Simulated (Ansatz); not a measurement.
Species: H3Al, SMILES `[AlH3]` (charge 0, multiplicity 1), formula H3Al.

How many basis functions does frozen-core CCSD(T)/cc-pVTZ // CAM-B3LYP-D3(BJ)/def2-TZVP run with Ansatz (a first-principles code) use, how many core orbitals are frozen, and how many electrons are correlated?

76 basis functions and 5 frozen orbitals, which leaves 6 correlated electrons. Core time is of the order of seconds.
